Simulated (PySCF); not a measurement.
GaH7OSi2, SMILES [OH][Ga]([SiH3])[SiH3].

The structure is a stationary point at B3LYP-D3(BJ)/def2-SVP. The structure was generated by enumeration; whether it is a known compound was not checked. Other conformers were not sampled.

The numbers are results of PBE/def2-TZVP (PySCF), not measurements.

The molecule is in vacuum.

```
Quantity                                                                                                         Value
---------------------------------------------------------------------------------------------  -----------------------
total energy                                                                                       -2582.66543 hartree
point group                                                                                                         Cs
highest occupied level                                                                                        -6.20 eV
lowest empty level                                                                                            -2.57 eV
orbital gap                                                                                                    3.63 eV
dipole moment                                                                                                0.243 e·Å
quadrupole, principal values (traceless, Buckingham form, about the centre of nuclear charge)    -7.57, 3.72, 3.84 D·Å
mean static polarisability                                                                      102.3 bohr³ (15.16 Å³)
polarisability, principal values                                                               75.3, 94.7, 136.9 bohr³
```
